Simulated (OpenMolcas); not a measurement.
# Setting up [BF4]− (tetrafluoroborate) in OpenMolcas

[BF4]−: 5 atoms, total charge -1, spin state singlet. SMILES: `F[B-](F)(F)F`. The shape is that of a PBE0-D4/def2-TZVPD optimisation.

```xyz
5

F    -0.0571   -0.0402    1.4040
B     0.0000    0.0000    0.0001
F     0.9489   -0.9310   -0.4572
F    -1.2625   -0.3191   -0.5297
F     0.3707    1.2903   -0.4172
```

Settings wanted:

```json
{
  "method": "DFT",
  "reference": "RKS",
  "integral approximation": "none",
  "symmetry": "none",
  "basis set": "6-31G*",
  "task": "gradient",
  "functional": "B3LYP",
  "dispersion": "none",
  "nucleus": "point",
  "integration grid": "UltraFine",
  "SCF convergence threshold": "1e-10",
  "d and f functions": "Cartesian"
}
```

Question: Write the OpenMolcas 26.06 input and the command.

Answer: This one ran through:

mol.input:
```
* BF4 Kohn-Sham DFT

&GATEWAY
  BasLib=$CurrDir
  Coord
  5
  angstrom
  F       -0.057100      -0.040200       1.404000
  B        0.000000       0.000000       0.000100
  F        0.948900      -0.931000      -0.457200
  F       -1.262500      -0.319100      -0.529700
  F        0.370700       1.290300      -0.417200
  Basis=6-31Gs
  Group=NoSym

&SEWARD
  GridInput
  Grid=UltraFine
  End of Grid

&SCF
  Charge=-1
  KSDFT=B3LYP
  Thresholds=1e-10 1e-07 1e-07 1e-05
  PrOrbitals=1 2

&ALASKA
```

```bash
$ export MOLCAS_MEM=1860
$ pymolcas mol.input > mol.log
```

(Basis files named in the input come from the Basis Set Exchange and aren't shown.)

Calculated total energy: -424.49902 Eh, largest force 0.167 eV/Å. Without diffuse functions the anion is poorly described.
